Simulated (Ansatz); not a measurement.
Ansatz (a quantum-chemistry and plane-wave program) input:

Ansatz 0.2 input:
```yaml
crystal:
  periodic: [false, false, false]
  atoms:
    - {symbol: Si, position_ang: [-0.00234685, -1.02789094, 0.06471352]}
    - {symbol: Br, position_ang: [-1.84068291, 0.23998298, 0.05791718]}
    - {symbol: Br, position_ang: [1.84281848, 0.22473148, -0.05075059]}
    - {symbol: H, position_ang: [-0.04188908, -1.87453277, -1.15681990]}
basis:
  gaussian:
    orbitals: def2-TZVPD
hamiltonian:
  xc: {name: CAM-B3LYP}
magnetization: {spin_polarized: true, initial_magnetization: 1}
output: {forces: true}
```

What final total energy does it print?

-5438.71496 Eh (CAM-B3LYP/def2-TZVPD). The basis has 166 functions.

It need not be the lowest isomer of its formula.
